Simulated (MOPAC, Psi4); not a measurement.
Two rigid molecules brought together: H10Si4 ··· C2H4 (SMILES [SiH3][SiH]([SiH3])[SiH3] and C=C). Monomers: optimised at B3LYP-D3(BJ) (def2-SVP and def2-TZVP), held rigid. Orientation: lowest of the rigid-body minima from ten starts at GFN2-xTB. Only R, the distance of the centres of mass, is varied, so the lowest point isn't the relaxed dimer.

Levels of theory: AM1, restricted, heats of formation (MOPAC); SAPT0/jun-cc-pVDZ, frozen core (Psi4); wB97M-V/def2-TZVP, counterpoise-corrected (Psi4).

Interaction energies in kJ/mol:

```csv
R / Å,AM1,SAPT0/jun-cc-pVDZ
4.13,13.90,6.59
4.35,8.33,0.81
4.57,4.21,-1.82
4.80,1.66,-2.78
4.98,0.75,-2.89
5.31,0.23,-2.50
5.56,0.10,-2.08
6.08,-0.03,-1.31
6.79,-0.06,-0.68
7.80,-0.04,-0.29
9.06,-0.02,-0.11
```

Problem. Predict the corresponding wB97M-V/def2-TZVP column.

Solution. 4.13: -1.25; 4.35: -4.96; 4.57: -5.89; 4.80: -5.57; 4.98: -4.98; 5.31: -3.81; 5.56: -3.04; 6.08: -1.85; 6.79: -0.92; 7.80: -0.35; 9.06: -0.13 (kJ/mol).
